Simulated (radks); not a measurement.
Question: Radial electron density D(r) = 4 pi r^2 rho(r) of an atom or ion with 1 electrons. Method: scalar-relativistic Kohn-Sham, BLYP, spin-polarised, spherical densities, finite nucleus; Fermi nuclear charge, rms radius of each element as measured or else 0.836 A^(1/3) + 0.57 fm; computed with a radial shooting solver on a logarithmic mesh with Libxc functionals.

r (bohr),D(r) (e/bohr)
0.02757,0.01812
0.03035,0.02170
0.03367,0.02636
0.03706,0.03149
0.0408,0.03758
0.04491,0.04477
0.04943,0.05325
0.05441,0.06321
0.06038,0.07594
0.06646,0.08974
0.07316,0.1058
0.08053,0.1243
0.08864,0.1457
0.09758,0.1702
0.1083,0.2005
0.1192,0.2322
0.1312,0.2677
0.1444,0.3072
0.159,0.3505
0.175,0.3974
0.1942,0.4519
0.2137,0.5050
0.2352,0.5596
0.259,0.6146
0.285,0.6682
0.3163,0.7227
0.3482,0.7671
0.3832,0.8034
0.4218,0.8291
0.4643,0.8419
0.5111,0.8399
0.5672,0.8192
0.6243,0.7828
0.6872,0.7304
0.7564,0.6641
0.8327,0.5870
0.9166,0.5033
1.017,0.4108
1.119,0.3293
1.232,0.2560
1.356,0.1945
1.493,0.1469
1.657,0.1112
1.824,0.09164
2.007,0.08240
2.21,0.08028
2.432,0.08186
2.677,0.08387
2.971,0.08355
3.27,0.07940
3.6,0.07132
3.963,0.06015
4.362,0.04737
4.801,0.03466
5.327,0.02259
5.864,0.01393
6.455,0.007824
7.106,0.003977
7.822,0.001813
8.61,0.0007340
9.553,0.0002382

What is the nuclear charge?

Answer: Z = 2. The innermost maximum, from 1s, lies near gamma/Z bohr with gamma = sqrt(1 - (Z/c)^2) = 1.000, here 0.5 bohr (found: 0.479), and its height grows with Z. The density is that of the helium ion He+ in 1s0.75 2s0.25; the configuration itself is not fixed sharply by these data. D(r) has 2 maxima, at r = 0.479, 2.81 bohr, and minima at 2.19 bohr, inside which lie 0.78 electrons.
